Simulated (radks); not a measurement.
Values are calculated unless marked as measured or tabulated.
Task: Neutral helium, [He]. Code: a radial shooting solver on a logarithmic mesh with Libxc functionals. Model: non-relativistic Kohn-Sham, LDA (Slater exchange, Perdew-Wang correlation), spin-polarised, spherical densities, point nucleus. Every spin shell is full or empty, so the densities are truly spherical. Functionals are evaluated on that one density, not self-consistently. Rank these exchange functionals by their error against the exact value of the orbitals, and give that value: LDA, B88, PBEsol, OPTX, WC, SOGGA, B86b, G96, TPSS, r2SCAN.

Result: Exact: -0.997931 hartree. From best to worst, with 100 (|E| - |E exact|)/|E exact| (equal figures are ties): B86b +0.13, B88 +0.29, OPTX +0.31, G96 +0.58, TPSS +0.64, r2SCAN +0.66, WC -2.97, PBEsol -5.37, SOGGA -5.58, LDA -13.65.
